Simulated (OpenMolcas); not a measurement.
Ir³⁺: effect of the basis set

```yaml
Program: OpenMolcas
Method: CASSCF
Active_space: 6 electrons in 5 orbitals (5d)
State_averaging: 2S+1 = 5 even, 5 roots; 2S+1 = 3 even, 45 roots; 2S+1 = 1 even, 50 roots
Spin-orbit_coupling: RASSI with atomic mean-field integrals over the reference wave functions, term energies averaged over their components
```

A. ANO-R1 [7s5p4d2f], X2C, finite nucleus; cost about 27 core-seconds
B. ANO-RCC-VDZP [7s6p4d2f], DKH2, point nucleus; cost roughly 20 core-seconds
C. ANO-R2 [8s6p5d3f1g], X2C, finite nucleus; cost roughly 40 core-seconds
D. ANO-RCC-VTZP [8s7p5d3f1g], DKH2, point nucleus; cost roughly 28 core-seconds
E. ANO-RCC-VQZP [9s8p6d4f2g1h], DKH2, point nucleus; cost of the order of 25 core-seconds
F. ANO-R3 [9s7p6d4f2g2h], X2C, finite nucleus; cost of the order of 27 core-seconds

Energies in cm-1 above 5d6 5D4.

```tsv
Level	A	B	C	D	E	F
5d6 5D4	0.0	0.0	0.0	0.0	0.0	0.0
5d6 5D2 [68 %]	6372	6431	6279	6293	6274	6302
5d6 5D3	6397	6369	5820	5895	5865	5931
5d6 5D1	9688	9691	9068	9148	9109	9189
5d6 5D0	10087	10114	9560	9631	9591	9666
5d6 3H6	20976	21230	21163	21111	21110	21158
5d6 3H5 [55 %]	21084	21343	21314	21258	21259	21303
5d6 3P2(1) [52 %]	22200	22402	22038	22034	22007	22084
5d6 3F2(1) [74 %]	26209	26518	26419	26364	26361	26423
5d6 3G5 [55 %]	32200	32472	31789	31809	31796	31932
5d6 3G4 [64 %]	32620	32955	32566	32542	32533	32640
5d6 3D1 [61 %]	32764	33093	32717	32699	32685	32787
5d6 3D2 [69 %]	33921	34303	34131	34071	34070	34155
5d6 3D3 [57 %]	35996	36340	35915	35886	35879	35989
5d6 1I6	36693	37055	36522	36501	36499	36633
5d6 3P1(1) [62 %]	39601	39899	38882	38936	38911	39097
5d6 3P0(2) [75 %]	41947	42510	42860	42713	42727	42770
5d6 1F3 [65 %]	43294	43859	44105	43965	43973	44031
5d6 1G4(1) [60 %]	43421	43802	42938	42959	42949	43132
5d6 1D2(1) [61 %]	45889	46363	45894	45853	45851	45994
5d6 3P1(2)	51298	51908	51920	51797	51804	51900
5d6 3F4(2)	54549	55167	54980	54879	54882	55009
5d6 3F2(2)	55392	56019	55810	55711	55715	55847
5d6 3F3(2) [61 %]	61555	62142	61316	61297	61290	61501
```

Among A to F the level of the table that moves most is 5d6 3P1(1) [62 %], by 1000 cm-1 (lowest in C, highest in B).

Without dynamic correlation excited terms often stand tens of per cent too high (terms of higher spin than the ground term too low), and those without a measured partner can miss by more than the paired ones. The basis is small and was not contracted for so high a charge (holds for A; B). Levels of configurations outside the active space are missing. The table leaves out levels that lie high or whose names do not pair safely across all columns.

A share in square brackets marks a mixed level and gives the weight of the term that names it, the lowest over the columns. A number in round brackets counts repeated terms of one configuration in the order of the reference energies.
